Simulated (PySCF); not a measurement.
## Excitation energy of O⁺ by level of theory

O⁺ [He] 2s2 2p3 (4S) → O⁺ [He] 2s1 2p3 3s1 (6S), as a difference of total energies. Calculation: PySCF 2.14, in aug-cc-pVQZ with one added diffuse shell each of s, p, d, f, g type (7s6p5d4f3g, 105 functions); the non-relativistic Hamiltonian (point nucleus). Correlated levels: valence: 1s2 frozen. The calculations carry no spin-orbit coupling.

```
           method  excitation energy (eV)
              UHF                  28.100
              PBE                  30.310
             PBE0                  30.235
           r2SCAN                  29.870
        BHandHLYP                  31.164
           revPBE                  30.385
           PBEsol                  30.181
    MP2 (valence)                  30.047
SCS-MP2 (valence)                  30.538
```

Task: Estimate what r2SCAN0 gives.

Result: 29.917 eV, closest to r2SCAN among the rows shown.

Task: Estimate what LDA gives.

Result: 30.445 eV, closest to revPBE among the rows shown.

The promoted electron is Rydberg-like, and one or two diffuse shells describe it only roughly, which tends to raise the upper state.
